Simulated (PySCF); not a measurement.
# Vibration and rotation of BeTl⁺

RHF-CCSD(T) constants of BeTl⁺, ¹Σ⁺ (singlet), closed shell (basis Be aug-cc-pVDZ, Tl aug-cc-pVDZ-PP with ECP60; scalar-relativistic core potentials; PySCF 2.14; masses 9.0122 and 204.9744 u):

```
ωe              : 153.7 cm⁻¹
ωexe            : 2.22 cm⁻¹
Be              : 0.19154 cm⁻¹
αe              : 0.00348 cm⁻¹
D (centrifugal) : 1.19e-06 cm⁻¹
```

Question: Estimate the standard entropy (1 bar) and heat capacity of the ideal gas at 500 K, rigid rotor with B0 and harmonic oscillator at the fundamental.

Answer: Translation (Sackur–Tetrode, M = 213.99 u): 186.5 J/(mol K). Rotation: q = kT/(σB0) = 1830 with σ = 1, 70.8. Vibration: x = hcν0/kT = 0.430, 15.40. S° = 272.7 J/(mol K); Cp = 7R/2 + 8.19 = 37.3 J/(mol K).

Correlated steps freeze 4 core orbitals. Spin–orbit coupling is left out.
